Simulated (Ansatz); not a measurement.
Computed with Ansatz on PBE0-D4/def2-TZVP structures; ΔE is electronic, products minus reactants. CCSD(T)/CBS is the MP2 limit (def2-TZVPP, def2-QZVPP) plus CCSD(T) − MP2 in def2-TZVPP, frozen cores. This one scheme is used for every species. Functionals use def2-TZVPP. B3LYP here is the variant with VWN-RPA as its local correlation; programs differ in this. def2 core potentials past Kr. For Br, Sn outer-core shells are correlated without core-valence functions, which leaves a few kJ/mol of doubt a bond. Scalar relativity is left out up to krypton. One conformer a species, not always the lowest.

`[OH][SnH2][Br]` + CH₃OH → `C[O][SnH2][OH]` + HBr  (ligand exchange at the Sn–Br bond)

Q: Is it downhill or uphill in electronic energy at CCSD(T)/CBS, and by how much? (Best estimate.)

A: Computed: Uphill: ΔE = +0.93 eV.

Q: What do these levels give: PBE0-D4, ωB97X-V, PBE, B3LYP, MP2/def2-TZVPP, CCSD/def2-TZVPP? (An estimate is asked.)

A: The calculation gave: PBE0-D4 1.02, ωB97X-V 0.93, PBE 0.97, B3LYP 0.97, MP2/def2-TZVPP 0.91, CCSD/def2-TZVPP 0.90 eV.

Largest T1 diagnostic among the species: 0.014.

From PBE to PBE0 (25 % exact exchange), in def2-TZVPP and without D4, ΔE moves by +0.06 eV. In def2-TZVPP, CCSD(T) changes the Hartree–Fock value by −0.19 eV (the triples alone add −0.02 eV) and MP2 by −0.16 eV.
